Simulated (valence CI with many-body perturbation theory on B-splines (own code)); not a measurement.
The numbers below are computed, except where a source is named.
# Si8+: configurations and terms from energies and g

Method: configuration interaction combined with many-body perturbation theory (CI+MBPT): four valence electrons over a frozen Dirac-Fock core [He], radial functions for each j: 11 s, 11 p, 9 d, 7 f, 5 g, 2 h, 1 i, with the one-electron correlation potential Σ1, the two-electron term Σ2, the three-electron term Σ3, Breit, model QED; selected CI, second order for the rest, scaled by the run's own slope (own B-spline code, finite nucleus).

No measured spectrum was set against this ion. As an estimate, levels of excited configurations hold to 0.05 to 0.15 % of their energy, terms of the ground configuration to about 0.5 %.

```csv
No.,J,Parity,E (eV),g
2,1,even,0.315,1.500
3,2,even,0.794,1.498
4,2,even,6.576,1.001
6,2,odd,18.615,2.001
7,3,odd,36.237,1.333
8,2,odd,36.245,1.168
9,1,odd,36.263,0.501
10,1,odd,42.668,1.497
12,2,odd,42.682,1.498
13,2,odd,54.638,1.000
14,1,odd,55.448,1.995
15,1,odd,61.140,1.005
16,2,even,83.679,1.498
17,1,even,84.242,1.500
```

Energies count from the lowest level. Strongly mixed levels and levels close to another of their J and parity, and those with J = 0 are left out, so the numbers can have gaps.

Task: Give configuration and LS term of each level.

Result: 2: 2s2 2p2 3P; 3: 2s2 2p2 3P; 4: 2s2 2p2 1D; 6: 2s 2p3 5S°; 7: 2s 2p3 3D°; 8: 2s 2p3 3D°; 9: 2s 2p3 3D°; 10: 2s 2p3 3P°; 12: 2s 2p3 3P°; 13: 2s 2p3 1D°; 14: 2s 2p3 3S°; 15: 2s 2p3 1P°; 16: 2p4 3P; 17: 2p4 3P.
